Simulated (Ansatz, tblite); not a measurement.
Cost and result up the ladder for SnEtF3 (C2H5F3Sn) (11 atoms). Total charge 0; singlet. Geometry: r2SCAN-D4/def2-SVP.

```xyz
11

Sn   -0.1116    1.4072    0.6002
C    -0.6745   -0.4101   -0.3897
C     0.5042   -1.3739   -0.4626
H    -1.0431   -0.1040   -1.3814
H    -1.5254   -0.8107    0.1830
H     0.2037   -2.2967   -0.9855
H     1.3539   -0.9420   -1.0129
H     0.8609   -1.6627    0.5379
F     1.4614    2.2049   -0.1810
F     0.3729    1.1502    2.4492
F    -1.4023    2.8378    0.6428
```

Ansatz on 4 threads of Intel Xeon on a shared host; xTB runs through tblite on one thread. Times are rough, summed over both states, and most runs start from the orbitals of an earlier one. PBE0-D4/def2-TZVP serves as the yardstick here, not as an exact answer. Differences are given only for rows in sets of like size (and for xTB, whose basis is part of the method), since another set adds its own error. The other state is a doublet.

In the def2 sets Sn takes a core potential; there is no spin–orbit coupling. The xTB rows come from tblite. HSE06 is defined as in plane-wave codes, on full-range PBE exchange. Correlated methods freeze 9 core orbitals; core or outer-core shells of Sn are correlated, in sets that lack core-valence functions. The rows differ in basis, and correlated rows in double-zeta sets carry the largest basis error.

Correlated methods converge slowly with the basis, most of all in double-zeta sets.

Raw xTB energies of ions are shifted by several eV.

```csv
level,functions,wall time
GFN2-xTB,34,0.087 s
GFN1-xTB,39,0.11 s
PBE-D4/def2-TZVP,235,39 s
PBE0-D4/def2-TZVP,235,81 s
HSE06-D4/def2-TZVP (with forces),235,88 s
CCSD(T)/def2-SVP,121,6 min
```

Q: Estimate what each level gives for the vertical IE (eV).

A: 
```json
{"level": "GFN2-xTB", "vertical IE (eV)": "15.48", "difference from PBE0-D4/def2-TZVP (eV)": "3.96"}
{"level": "GFN1-xTB", "vertical IE (eV)": "16.42", "difference from PBE0-D4/def2-TZVP (eV)": "4.90"}
{"level": "PBE-D4/def2-TZVP", "vertical IE (eV)": "11.02", "difference from PBE0-D4/def2-TZVP (eV)": "-0.50"}
{"level": "PBE0-D4/def2-TZVP", "vertical IE (eV)": "11.52", "difference from PBE0-D4/def2-TZVP (eV)": "0.00"}
{"level": "HSE06-D4/def2-TZVP (with forces)", "vertical IE (eV)": "11.49", "difference from PBE0-D4/def2-TZVP (eV)": "-0.02"}
{"level": "CCSD(T)/def2-SVP", "vertical IE (eV)": "11.65", "difference from PBE0-D4/def2-TZVP (eV)": "–"}
```
